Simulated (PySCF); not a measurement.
A PySCF script (with the pyscf-properties extension) for the NMR shieldings of SMILES C1=[CH][AlH][C@H](C2CCC2)C1, C8H13Al, on a GFN2-xTB geometry:

```python
import basis_set_exchange as bse
import numpy as np
from pyscf import gto, dft
from pyscf.prop import nmr

atoms = """
C     2.876301    0.422212   -0.768504
C     3.262409    0.726647    0.480869
Al    1.637330    0.503168    1.556611
C     0.435354    0.305567   -0.043503
C    -0.749290   -0.652556   -0.016233
C    -1.927898   -0.325322   -0.960713
C    -2.826944   -0.049114    0.254284
C    -1.675969   -0.435395    1.196280
C     1.476554   -0.012430   -1.136593
H     3.566552    0.440290   -1.609736
H     4.303294    0.997122    0.634428
H     1.320998    0.421052    3.066538
H     0.028795    1.305785   -0.275326
H    -0.396398   -1.682475   -0.110260
H    -2.254824   -1.161695   -1.575948
H    -1.760659    0.535090   -1.606453
H    -3.703086   -0.691019    0.323921
H    -3.148176    0.986745    0.344928
H    -1.331659    0.366244    1.857115
H    -1.861375   -1.327565    1.791748
H     1.208313    0.441481   -2.095770
H     1.509966   -1.094446   -1.308533
"""
names = dict.fromkeys(["C", "Al", "H"], "pcSseg-1")
basis = {el: gto.basis.parse(bse.get_basis(n, elements=[el], fmt="nwchem")) for el, n in names.items()}
mol = gto.M(atom=atoms, basis=basis, charge=0, verbose=0)
mf = dft.RKS(mol, xc="PBE0")
mf.grids.level = 2
mf.grids.alignment = dft.numint.BLKSIZE   # the property module wants whole blocks of grid points
mf.conv_tol = 1e-9
mf.kernel()

calc = nmr.RKS(mf)   # GIAO
C = mf.mo_coeff
Co = C[:, mf.mo_occ > 0]
resp = mf.gen_response(singlet=True, hermi=2)
def vind(x):   # induced exchange potential for any number of trial vectors
    d = np.einsum("pi,xij,qj->xpq", C, 2 * x.reshape(-1, C.shape[1], Co.shape[1]), Co, optimize=True)
    return np.einsum("xpq,pi,qj->xij", resp(d - d.transpose(0, 2, 1)), C, Co, optimize=True).ravel()
mo1, _ = nmr.rhf.solve_mo1(calc, with_cphf=vind)
sigma = calc.kernel(mo1)
for i, s in enumerate(sigma):   # ppm
    print("%2d %-2s %9.2f" % (i, mol.atom_pure_symbol(i), np.trace(s) / 3))
```

Task: What are the results?

Result: 
```
 0 C       3.75
 1 C      41.90
 2 Al    276.03
 3 C     140.01
 4 C     149.17
 5 C     155.51
 6 C     170.63
 7 C     152.34
 8 C     142.41
 9 H      23.27
10 H      24.83
11 H      25.81
12 H      30.57
13 H      29.64
14 H      29.20
15 H      30.14
16 H      29.68
17 H      29.59
18 H      29.73
19 H      29.00
20 H      28.63
21 H      29.82
```

These numbers come from an equivalent density-fitted implementation of the same equations, which agrees with the script to about 0.01 ppm for H and up to a few tenths of a ppm for heavy atoms, so last digits may differ.

Size and cost of the density-fitted run: 225 basis functions, 63 s wall time on 1 thread of an Arm Neoverse V1, shared host; peak memory 1.1 GiB.
